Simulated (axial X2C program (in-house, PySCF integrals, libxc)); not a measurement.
**Potential curves of RbGe, two-component**

All values were computed with an in-house relativistic program for diatomic molecules. Two-component (2c) means X2C with spin–orbit coupling and atomic mean-field two-electron Coulomb and Gaunt terms. Basis: Rb dyall-cv3z [12s13p8d4f1g], Ge dyall-cv3z [9s9p7d4f1g] (cores contracted in-house); Gaussian nuclei, density fitting, unrestricted open shells. Masses: Rb 84.912 u, Ge 73.921 u.

State: Ω = 3/2 (⟨Sz⟩ = 1.50, ⟨Lz⟩ = 0.00 at HF). Energies in eV from the lowest point of each curve. Fits are polynomials in 1 − R0/R over 0.85 to 1.23 times the lowest point R0.

| R (Å) | HF | CCSD |
| --- | --- | --- |
| 2.7718 | 0.5111 |  |
| 2.8993 | 0.2624 | 0.1687 |
| 2.9948 | 0.1413 | 0.0761 |
| 3.0904 | 0.0631 | 0.0227 |
| 3.1860 | 0.0187 | 0.0000 |
| 3.2975 | 0.0000 | 0.0031 |
| 3.4090 | 0.0082 | 0.0301 |
| 3.5524 | 0.0471 | 0.0894 |
| 3.7276 | 0.1235 |  |
| 3.9825 | 0.2660 |  |

Correlated methods: 13 electrons correlated (number of frozen shells: Rb 3 s, 2 p, 1 d; Ge 3 s, 2 p, 1 d), 299 virtual spin orbitals or spinors in MP2, 90 natural virtuals in coupled cluster.

Occupations by symmetry block were frozen at the best pattern of an incomplete PBE0 search. CCSD ran in a truncated set of natural virtual spinors with an MP2 remainder; without triples it tends to underbind. Other states lie close and PBE0, whose exact exchange favours high spin, may order them wrongly; the determinant shown need not be the ground state. The nearest other 2c determinant of the search, Ω = 1/2, lies 0.50 eV up at the distance of the search. With several unpaired electrons one determinant need not be a pure state. This is the top spin component of a Σ state; components of lower Ω are not single determinants and can lie lower. With the outer-core shells frozen, correlated bond lengths of heavy atoms tend to come out a few hundredths of an ångström too long. Coupled cluster ran on the points near the minimum only. MP2 and coupled cluster on one determinant become unreliable at the stretched end.

Task: Fit the HF curve near its minimum: give the equilibrium distance and the harmonic wavenumber.

Result: At HF, 2c: Re = 3.314 Å, ωe ≈ 119 cm⁻¹; Be follows as 0.0388 cm⁻¹.

Task: Fit the CCSD curve near its minimum: give the equilibrium distance and the harmonic wavenumber.

Result: At CCSD, 2c: Re = 3.228 Å, ωe ≈ 126 cm⁻¹; Be follows as 0.0409 cm⁻¹.
